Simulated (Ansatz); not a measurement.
Calculated with Ansatz (gas phase, PBE0-D4/def2-TZVP geometries, no zero-point term in ΔE). CBS: MP2 limit from def2 TZ/QZ plus the TZ coupled-cluster correction, frozen cores. Functionals use def2-TZVPP. B3LYP here is the variant with VWN-RPA as its local correlation; programs differ in this. HSE06 is defined as in plane-wave codes. Elements past krypton have def2 core potentials. For In outer-core shells are correlated without core-valence functions, which leaves a few kJ/mol of doubt a bond. One conformer a species, not always the lowest.

`[F][In]([F])[F]` + silanol → `[F][In-]([F])([F])[OH+][SiH3]`  (adduct formation)

`[F][In]([F])[F]`:

```xyz
4

F    -0.497    0.462   -1.794
In    0.000    0.000    0.000
F    -1.131    0.499    1.467
F     1.628   -0.960    0.327
```

`O[SiH3]`:

Z-matrix (Å, degrees):
```
Si
O 1 1.648
H 1 1.489 2 111.7
H 1 1.489 2 111.7 3 120.9
H 1 1.481 2 105.9 3 -119.6
H 2 0.957 1 117.9 3 -60.5
```

`[F][In-]([F])([F])[OH+][SiH3]`:

Z-matrix (Å, degrees):
```
In
F 1 1.956
F 1 1.933 2 119.1
F 1 1.933 2 118.9 3 158.2
O 1 2.219 2 80.9 3 -100.5
Si 5 1.713 1 120.4 2 0.3
H 5 0.960 1 123.3 2 178.1
H 6 1.473 5 109.2 1 62.5
H 6 1.472 5 109.0 1 -63.0
H 6 1.486 5 102.6 1 179.7
```

```tsv
level	ΔE (kJ/mol)	difference from CCSD(T)/CBS
LDA (SPW92)	-117.1	-5.4
revPBE-D4	-81.7	30.0
B97M-V	-97.4	14.3
B3LYP-D4	-97.7	14.0
HSE06-D4	-97.6	14.1
CAM-B3LYP-D4	-105.6	6.1
ωB97M-V	-105.9	5.8
PBE-QIDH	-102.5	9.2
PBE0	-90.8	20.9
r2SCANh	-102.6	9.1
r2SCAN0	-105.2	6.5
LC-ωPBE	-94.0	17.7
CCSD/def2-SVP	-131.2	-19.5
CCSD(T)/def2-SVP	-131.3	-19.6
MP2/def2-TZVPP	-105.7	6.0
SCS-MP2/def2-QZVPP	-103.9	7.8
CCSD(T)/CBS	-111.7	0
```

Largest T1 diagnostic among the species: 0.018.

From PBE to PBE0 (25 % exact exchange), in def2-TZVPP and without D4, ΔE moves by −9.6 kJ/mol. At CCSD(T), def2-SVP lies −19.6 kJ/mol from the extrapolated value and def2-TZVPP +6.5 kJ/mol. Leaving LDA and LC-ωPBE aside and taking each functional with its dispersion term where it has one, the values, not all of them listed here, spread over 29.7 kJ/mol, from BHLYP-D4 to revPBE-D4. LDA lies −35.9 kJ/mol from PBE without D4.

CCSD(T)/CBS has its own doubt, a few kJ/mol and more with outer-core shells, so smaller differences from it don't rank the levels.
